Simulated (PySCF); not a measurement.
AlHCl₂, SMILES [Cl][AlH][Cl]. Coordinates come from a PBE0-D3(BJ)/def2-TZVP optimisation.

TDA-CAM-B3LYP/def2-SVPD in PySCF 2.14.0 puts the lowest singlet excitations at 6.62, 6.74, 7.31, 7.60, 7.69, 7.73 eV.

Task: What are the lowest excitation roots from ADC(2)/aug-cc-pVDZ (PySCF)? (Estimate from the structure and the level; the computed values follow.)

Result: 6.94, 7.14, 7.57, 7.82, 7.94, 8.02 eV. S1 differs by 0.32 eV (second minus first; roots are paired by order, and the bases may differ).
